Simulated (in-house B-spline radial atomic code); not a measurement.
Ca VIII (Ca7+): [Ne] 3s2 3p1

Method: non-relativistic Hartree-Fock with fractional occupations, spin-polarised, spherical fractional occupations, point nucleus. Calculated with an all-electron radial atomic-structure program (B-spline basis).

Z_r = [3n² - l(l+1)]/(2<r>); Z_e = n√(-2ε); the last column is Slater's effective charge. Values are occupation-weighted means over spin.

```
shell  electrons   ε (eV)  <r> (bohr)    Z_r    Z_e  Slater
   1s          2  -4205.9     0.07726  19.41  17.58   19.70
   2s          2  -591.04      0.3608  16.63  13.18   15.85
   2p          6  -504.37      0.3246  15.40  12.18   15.85
   3s          2  -165.28       1.033  13.07  10.46   10.50
   3p          1   -132.9        1.08  11.58   9.38   10.50
```

The least bound orbital is 3p up at -132.9 eV, and it is also the most diffuse (<r> = 1.08 bohr).

Caution: exact exchange at fractional occupations of open shells leaves self-interaction of up to several eV.
